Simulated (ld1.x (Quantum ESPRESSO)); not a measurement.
Before and after: ultrasoft potential for titanium

| Quantity | Value |
| --- | --- |
| Element | titanium (Ti) |
| Generator | ld1.x (Quantum ESPRESSO) 7.5 |
| Type | ultrasoft |
| Functional | PBEsol |
| Relativity | scalar-relativistic |
| Frozen core | [Ar] |
| Valence charge | 4 |
| Reference configuration | 3d2 4s0 4p0 (charge +2) |
| Partial waves | 4s (bound, empty): rcut 2.35, rcutus 2.75 bohr; 4s channel at 3.05 Ry: rcut 2.35, rcutus 2.75 bohr; 4p (bound, empty): rcut 2.70, rcutus 2.95 bohr; 4p channel at 0.3 Ry: rcut 2.70, rcutus 2.95 bohr; 3d (bound): rcut 2.10, rcutus 2.40 bohr; 3d channel at 0.4 Ry: rcut 2.10, rcutus 2.40 bohr |
| Local potential | all-electron potential smoothed inside 2.65 bohr (lloc = -1) |
| Core correction | a·sin(br)/r model core, default radius (core density twice the valence density) |
| Augmentation charge | PSQ, radius 2.35 bohr |

Change: type TM; waves now 4p (bound): rc 2.95 bohr; 3d (bound): rc 2.40 bohr; 4s (bound): rc 2.75 bohr; local potential the s channel.

Cutoffs: the cutoffs (Ry, on a coarse ladder) from which the occupation-weighted sum of valence levels, in a spherical-Bessel basis at the reference potential, stays within 10 and 1 mRy of its value at 400 Ry; they do not see the model core or the augmentation charge, which bear on the density cutoff. Errors are all-electron minus pseudo energies relative to the spin-unpolarised reference configuration.

How do hardness, ghosts and transferability respond?

The potential gets harder (15 Ry and 18 Ry → 40 Ry and 50 Ry); of the 7 tests that both files solve, the error grows in 4 and shrinks in 3 by more than 15 % and 0.3 meV (median size 9.0 → 16.5 meV); the range in which the s phases agree narrows (upper end at the end of the scan → 0.8); the range in which the d phases agree narrows (upper end 2.9 → -0.7); neither file shows a bound ghost. Several settings change at once here, so the effects cannot be laid on one of them.

| quantity | base | changed |
| --- | --- | --- |
| cutoff, loose | 15 Ry | 40 Ry |
| cutoff, tight | 18 Ry | 50 Ry |
| bound ghosts | none | none |
| error for 3d2 4s2 4p0, meV [ΔE -20.83 eV] | -9.0 | -17 |
| error for 3d2 4s1 4p0, meV [ΔE -13.47 eV] | -6.5 | -10 |
| error for 3d1 4s0 4p0, meV [ΔE 26.90 eV] | -601 | -166 |
| error for 3d1 4s2 4p1, meV [ΔE -16.13 eV] | -242 | -131 |
| error for 3d1 4s2 4p0, meV [ΔE -11.07 eV] | -278 | -83 |
| error for 3d2 4s0 4p1, meV [ΔE -9.69 eV] | -1.0 | -1.3 |
| error for 3d2 4s1 4p1, meV [ΔE -17.74 eV] | -4.5 | -6.7 |
| s: phases at 3.21 bohr within 0.05 rad from the reference energy up to (Ry; the scan ends near 5) | to the end of the scan | 0.8 |
| p: phases at 3.21 bohr within 0.05 rad from the reference energy up to (Ry; the scan ends near 5) | 2.0 | 2.0 |
| d: phases at 3.21 bohr within 0.05 rad from the reference energy up to (Ry; the scan ends near 5) | 2.9 | -0.7 |
